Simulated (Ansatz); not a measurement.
BrClH₂OSSi (`O[Si](S)(Cl)Br`). Total charge 0; spin multiplicity 1. The geometry is a stationary point of PBE0-D4/def2-TZVP. It is one conformer, not always the lowest.

```xyz
7

O    -1.049   -1.262   -0.175
Si   -0.073   -0.001    0.120
S     0.844    0.396   -1.731
Cl   -1.107    1.625    0.798
Br    1.365   -0.522    1.722
H    -1.334   -1.799    0.567
H     1.354    1.563   -1.302
```

Task: What is the dipole moment at PBE/def2-TZVPP? (Best estimate.)

Result: The calculation gave: 0.60 D, with components (-0.14, -0.33, 0.47) D in this frame, pointing from negative to positive charge.

Task: And with r2SCAN, B3LYP, ωB97M-V? (Best estimate.)

Result: Computed: r2SCAN 0.62 D, B3LYP 0.61 D, ωB97M-V 0.62 D.

Task: Give the Mulliken charges with PBE, r2SCAN, ωB97M-V in def2-TZVPP. (An estimate is asked.)

Result: Computed: 
| atom | PBE | r2SCAN | ωB97M-V |
| --- | --- | --- | --- |
| O1 | -0.32 | -0.38 | -0.35 |
| Si2 | 0.55 | 0.69 | 0.56 |
| S3 | -0.20 | -0.21 | -0.19 |
| Cl4 | -0.18 | -0.21 | -0.17 |
| Br5 | -0.18 | -0.20 | -0.17 |
| H6 | 0.20 | 0.21 | 0.19 |
| H7 | 0.12 | 0.11 | 0.13 |

B3LYP here is the variant with VWN-RPA as its local correlation; programs differ in this.
